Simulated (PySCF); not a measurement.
Structure elucidation problem

Molecular formula: C7H10O. Simulated spectra:

1H NMR (400 MHz, computed): δ 2.00 (m, 2H), 1.11 (m, 4H), 0.76 (m, 4H).

13C{1H} NMR (computed): δ 219.6 (C), 24.0 (CH, 2C), 15.0 (CH2, 4C).

Relativity neglected, single conformer, averaged over atoms made equivalent by symmetry, fast rotation or ring inversion, in vacuum. GIAO B97-2/pcSseg-2 shieldings; geometry from PBE0-D3(BJ)/def2-TZVP; PySCF 2.14.0 with density-fitted response routines.

References, each an isolated molecule treated in the same way: 1H (σ = 31.64 ppm), 13C (σ = 185.38 ppm) vs TMS.

Question: What is the structure?

Answer: 
- The formula gives 3 degrees of unsaturation (2 rings in the answer).
- 3 carbon signals for 7 carbons: some carbons are equivalent by symmetry or fast rotation.
- Carbon types of the structure: 1 × C, 2 × CH, 4 × CH2, which accounts for all hydrogens.
- δC 219.6: ketone carbonyl carbon; the double bond to the heteroatom, with no lone-pair donor beside it, deshields it most.
- δC 24.0, 15.0: three-membered-ring carbon; carbons of three-membered rings are unusually shielded.
- δH 2.00, 1.11, 0.76: hydrogen on a three-membered-ring carbon.

These data were computed for SMILES O=C(C1CC1)C1CC1.

The data come from this structure; uniqueness wasn't tested.

Shifts are as computed. Against solution values, carbons near 30 ppm lie about +3 ppm off and those near 130 ppm about +7 ppm. Of 1211 compounds with measured shifts, 218 miss one by over three times the rms of a fit or turn the order of signals round; such compounds aren't used in these exercises. No couplings were computed; multiplicities are counted from neighbouring protons, with m where these are inequivalent, close in shift, in a saturated or five-membered ring or joined by F or P, and br s for small geminal =CH2 splittings.
